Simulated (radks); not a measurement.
Effect of the nuclear size on the xenon ion Xe3+, [Kr] 4d10 5s2 5p3. Calculated with a radial shooting solver on a logarithmic mesh with Libxc functionals: Dirac Kohn-Sham, LDA (Slater exchange, Perdew-Wang correlation), spin-unpolarised, spherical densities, finite nucleus; open shells fill j = l - 1/2 first; Fermi nuclear charge, rms radius 4.7859 fm. The rms radius is varied about that value; shifts are against it.

rms radius (fm)	total energy shift (eV)	density at nucleus (e/bohr^3)	1s1/2 shift (meV)	2s1/2 shift (meV)	4p1/2 shift (meV)	5s1/2 shift (meV)	5p1/2 shift (meV)	5p3/2 shift (meV)	6s1/2 (empty) shift (meV)
4.2259	-1.46	2.766e+05	-612	-72.3	0.247	-0.461	0.067	0.075	-0.115
4.5035	-0.757	2.735e+05	-316	-37.4	0.128	-0.238	0.035	0.039	-0.059
4.7859	0	2.705e+05	0.000	0.000	0.000	0.000	0.000	0.000	0.000
5.2071	1.20	2.664e+05	501	59.2	-0.202	0.378	-0.055	-0.062	0.094
5.4224	1.84	2.645e+05	771	91.0	-0.311	0.581	-0.085	-0.095	0.145

Slopes of the eigenvalues against <r^2> in GHz/fm^2, as finite differences over the two radii next to the reference (eigenvalue slopes, not the field-shift constants of lines): 1s1/2 28900, 2s1/2 3420, 4p1/2 -11.7, 5s1/2 21.8, 5p1/2 -3.18, 5p3/2 -3.56, 6s1/2 (empty) 5.43.
